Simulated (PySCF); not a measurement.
Atoms are numbered as in `[CH2:1]=[CH:2][SiH2:3][CH:4]([SiH3:5])[SiH3:6]`. Hydrogens are named by the atom that carries them. Ha(C1) is cis to Si3; Hb(C1) is trans to Si3.

[PySCF: PBE0/pcSseg-1 with gauge-including orbitals; coordinates at the GFN2-xTB level; averaged over atoms made equivalent by symmetry, fast rotation or ring inversion; single conformer; isolated molecule; no relativistic terms]

Referencing at the same level of theory: TMS for 13C (186.93 ppm), 1H (31.72 ppm), 29Si (349.16 ppm).

```json
{"atoms": "H(C2)", "nucleus": "1H", "count": "1", "δ (ppm)": "6.57"}
{"atoms": "H(Si5)/H(Si6)", "nucleus": "1H", "count": "6", "δ (ppm)": "4.06"}
{"atoms": "C2", "nucleus": "13C", "count": "1", "δ (ppm)": "142.0"}
{"atoms": "H(C4)", "nucleus": "1H", "count": "1", "δ (ppm)": "-0.74"}
{"atoms": "Si3", "nucleus": "29Si", "count": "1", "δ (ppm)": "-38.5"}
{"atoms": "Ha(C1)", "nucleus": "1H", "count": "1", "δ (ppm)": "?"}
{"atoms": "Hb(C1)", "nucleus": "1H", "count": "1", "δ (ppm)": "6.44"}
{"atoms": "C1", "nucleus": "13C", "count": "1", "δ (ppm)": "142.7"}
{"atoms": "H(Si3)", "nucleus": "1H", "count": "2", "δ (ppm)": "?"}
{"atoms": "C4", "nucleus": "13C", "count": "1", "δ (ppm)": "?"}
{"atoms": "Si5/Si6", "nucleus": "29Si", "count": "2", "δ (ppm)": "-70.6"}
```

Complete the table.

Results:


- C4: -16.5 ppm, sp3 CH bonded to 3 Si; an electropositive neighbour leaves it electron-rich and shielded
- Ha(C1): 6.23 ppm, hydrogen on a terminal =CH2 carbon; a vinylic proton, deshielded by the sp2 carbon and the C=C anisotropy
- H(Si3): 4.50 ppm, hydrogen on a silicon bonded to 2 C

Shifts are as computed. Against solution values, carbons near 30 ppm lie about +3 ppm off and those near 130 ppm about +5 ppm. Of 1211 compounds with measured shifts, 218 miss one by over three times the rms of a fit or turn the order of signals round; such compounds aren't used in these exercises.
